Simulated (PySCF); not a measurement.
# Correlation energy of Ca⁺ (calcium, charge +1)

[Ar] 4p1, 2P determinant (an excited configuration). Computed with PySCF 2.14 in x2c-QZVPPall with one added diffuse shell each of s, p, d, f type (12s8p5d4f, 89 functions), with scalar relativity by spin-free X2C-1e. Frozen: [Ne]; 9 electrons correlated.

| level | correlation energy (mhartree) |
| --- | --- |
| CCSD | -225.03 |
| (T) | -6.08 |
| CCSD(T) | -231.11 |

Diagnostics: T1 = 0.0095, D1 = 0.0401, largest double amplitude 0.019.

Task: Is a single reference adequate?

Result: Yes: T1 lies below 0.03 and no double amplitude reaches 0.07.

This basis was not built for core-valence correlation, so the inner-shell part is incomplete.
